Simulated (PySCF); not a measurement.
Diagnose this run.

A core-ionisation job on B2H7PSi, SMILES `BP(B)[SiH3]`. Computed with PySCF, delta-SCF UKS SCAN, pcX-2 on the ionised atom, pcseg-1 elsewhere, non-relativistic.

Driver input (Å, PBE0-D3(BJ)/def2-SVP geometry):

```
{"job": {"kind": "xps", "x2c": false}, "charge": 0, "multiplicity": 1}
B      0.0088     2.0173     0.2016
P      0.4122     0.2276     0.0558
B      2.1553    -0.3619     0.0731
Si    -1.2593    -1.2605     0.0674
H     -1.1414     2.3763     0.2462
H      0.9287     2.7948     0.2372
H      3.0211     0.4759     0.1099
H      2.3977    -1.5417     0.0355
H     -2.4535    -0.6067    -0.5408
H     -1.5820    -1.6958     1.4583
H     -0.8431    -2.4444    -0.7377
```

Output:

```
ground state, core basis on atom 0 (B), 130 functions
  cycle   1  E = -684.65735258  |g| = 2.20e-01
  cycle   2  E = -684.65400290  |g| = 2.40e-01
  cycle   3  E = -684.67673999  |g| = 4.45e-02
  cycle   4  E = -684.67723016  |g| = 2.78e-02
  cycle   5  E = -684.67754023  |g| = 6.45e-03
  cycle   6  E = -684.67755836  |g| = 2.29e-03
  cycle   7  E = -684.67755920  |g| = 7.05e-04
  cycle   8  E = -684.67756046  |g| = 1.17e-04
  E(ground) = -684.73317116 Eh
hole in B 1s of atom 0
  cycle   1  E = -677.05204409  |g| = 1.16e+00
  cycle   2  E = -675.40315960  |g| = 1.89e+00
  cycle   3  E = -677.33232245  |g| = 4.29e-01
  cycle   4  E = -677.30826935  |g| = 4.93e-01
  cycle   5  E = -677.48894647  |g| = 1.06e-01
  cycle   6  E = -677.49889131  |g| = 4.73e-02
  cycle   7  E = -677.50210183  |g| = 3.38e-02
  cycle   8  E = -677.50387395  |g| = 2.79e-02
  cycle   9  E = -677.50518473  |g| = 1.62e-02
  cycle  10  E = -677.50544200  |g| = 5.17e-03
  cycle  11  E = -677.50546222  |g| = 2.03e-03
  cycle  12  E = -677.50546613  |g| = 4.68e-04
  E(ion) = -677.56061490 Eh   <S^2> = 1.1934   hole on atom = 1.000   binding energy = 195.175 eV
ground state, core basis on atom 1 (P), 141 functions
  cycle   1  E = -684.71573823  |g| = 5.36e-02
  cycle   2  E = -684.71523299  |g| = 5.99e-02
  cycle   3  E = -684.71607374  |g| = 1.43e-02
  cycle   4  E = -684.71614382  |g| = 5.83e-03
  cycle   5  E = -684.71615541  |g| = 1.76e-03
  cycle   6  E = -684.71615595  |g| = 3.98e-04
  E(ground) = -684.74188757 Eh
hole in P 1s of atom 1
  cycle   1  E = -604.78665386  |g| = 4.69e+00
  cycle   2  E = -604.86845841  |g| = 2.20e+00
  cycle   3  E = -605.25385646  |g| = 1.01e+00
  cycle   4  E = -605.88081371  |g| = 3.31e-01
  cycle   5  E = -605.94560418  |g| = 7.44e-02
  cycle   6  E = -605.94797846  |g| = 3.59e-02
  cycle   7  E = -605.94871332  |g| = 5.44e-03
  cycle   8  E = -605.94872856  |g| = 1.15e-03
  cycle   9  E = -605.94872942  |g| = 2.99e-04
  E(ion) = -605.97238492 Eh   <S^2> = 0.7518   hole on atom = 1.000   binding energy = 2143.427 eV
hole in P 2p of atom 1
  cycle   1  E = -679.29312273  |g| = 1.39e+00
  cycle   2  E = -679.04299329  |g| = 1.30e+00
  cycle   3  E = -679.64036672  |g| = 2.92e-01
  cycle   4  E = -679.69369064  |g| = 1.01e-01
  cycle   5  E = -679.69928922  |g| = 3.38e-02
  cycle   6  E = -679.69992254  |g| = 1.21e-02
  cycle   7  E = -679.70001486  |g| = 1.54e-03
  cycle   8  E = -679.70001645  |g| = 9.01e-04
  cycle   9  E = -679.70001771  |g| = 4.20e-04
  E(ion) = -679.73503753 Eh   <S^2> = 0.7540   hole on atom = 1.002   binding energy = 136.243 eV
  2p3/2 = 135.924 eV   2p1/2 = 136.799 eV
ground state, core basis on atom 3 (Si), 141 functions
  cycle   1  E = -684.72015257  |g| = 4.07e-02
  cycle   2  E = -684.71962357  |g| = 5.07e-02
  cycle   3  E = -684.72054829  |g| = 6.92e-03
  cycle   4  E = -684.72056494  |g| = 2.05e-03
  cycle   5  E = -684.72056722  |g| = 4.59e-04
  E(ground) = -684.73431906 Eh
hole in Si 1s of atom 3
  cycle   1  E = -615.94121169  |g| = 4.32e+00
  cycle   2  E = -615.71577407  |g| = 2.23e+00
  cycle   3  E = -616.35083494  |g| = 8.98e-01
  cycle   4  E = -616.90611436  |g| = 3.54e-01
  cycle   5  E = -616.99582651  |g| = 1.00e-01
  cycle   6  E = -617.00120771  |g| = 4.16e-02
  cycle   7  E = -617.00226639  |g| = 1.38e-02
  cycle   8  E = -617.00240842  |g| = 2.39e-03
  cycle   9  E = -617.00241375  |g| = 5.70e-04
  cycle  10  E = -617.00241394  |g| = 3.16e-04
  E(ion) = -617.02311172 Eh   <S^2> = 0.7527   hole on atom = 1.000   binding energy = 1842.516 eV
hole in Si 2p of atom 3
  cycle   1  E = -680.43119451  |g| = 1.22e+00
  cycle   2  E = -680.06680952  |g| = 1.22e+00
  cycle   3  E = -680.66300922  |g| = 3.43e-01
  cycle   4  E = -680.75399442  |g| = 1.11e-01
  cycle   5  E = -680.76247800  |g| = 3.39e-02
  cycle   6  E = -680.76314896  |g| = 1.12e-02
  cycle   7  E = -680.76323290  |g| = 3.43e-03
  cycle   8  E = -680.76324197  |g| = 4.34e-04
  E(ion) = -680.78855778 Eh   <S^2> = 0.7528   hole on atom = 1.002   binding energy = 107.370 eV
  2p3/2 = 107.143 eV   2p1/2 = 107.759 eV
```

The program numbers atoms from 0. E(ground) and E(ion) are re-evaluated on a finer grid than the cycles, so they differ from the last cycles; that is no fault. The 2p3/2 and 2p1/2 values come from a spin–orbit splitting computed afterwards; their 2:1 mean is the average over the three 2p orbitals and can differ from the one hole solved.

Do all binding energies of this run deserve the same trust?

No. Every hole passed the driver's convergence checks (|g| < 5e-4, core orbital emptied to over 0.9), but ⟨S²⟩ is 1.193 for B1s on atom 0, against 0.75 for a pure doublet, so the unrestricted ion state holds higher spin components.

How can it be mended?

Recompute such holes with a restricted open-shell or spin-projected scheme and compare; until then these binding energies are doubtful.

Hardware: one thread of an Arm Neoverse N1, shared host. Cost: 36 s of wall time, 0.53 GiB resident at most.
